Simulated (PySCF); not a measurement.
# A small calculation by hand: dipole moment from atomic charges

TaF₄Br, SMILES [F][Ta]([F])([F])([F])[Br], multiplicity 1. Atoms are numbered in the order given.

```xyz
6

Ta     0.0000     0.0000    -0.4536
F      0.0000    -1.8363    -0.8994
F      0.0000     1.8363    -0.8994
F      1.7687     0.0000    -1.0958
F     -1.7687     0.0000    -1.0958
Br     0.0000     0.0000     1.9722
```
Charge 0, spin multiplicity 1.

Geometry optimised at PBE-D3(BJ)/def2-SVP. The spin state was assumed, not searched. The def2 effective core potentials stand for the cores of Ta; spin–orbit coupling is left out.

Charges (e) from PBE0/def2-TZVP in PySCF:

```csv
atom,Mulliken,ESP fit
Ta1,1.616,1.218
F2,-0.353,-0.302
F3,-0.353,-0.302
F4,-0.341,-0.262
F5,-0.341,-0.262
Br6,-0.227,-0.090
```

The dipole moment of the full density is 1.91 D.

What dipole moment does each set of point charges give, and which comes closer to that of the density?


μ = Σ q r, and 1 e Å = 4.8032 D.
Mulliken: Σ q r = (0.000, 0.000, 0.202) e Å, |μ| = 0.97 D.
ESP fit: Σ q r = (0.000, 0.000, 0.387) e Å, |μ| = 1.86 D.
ESP fit comes closer in size. Point charges leave out the atoms' own dipoles (lone pairs, polarised bonds); fits to the potential absorb them, partitions of the density don't.
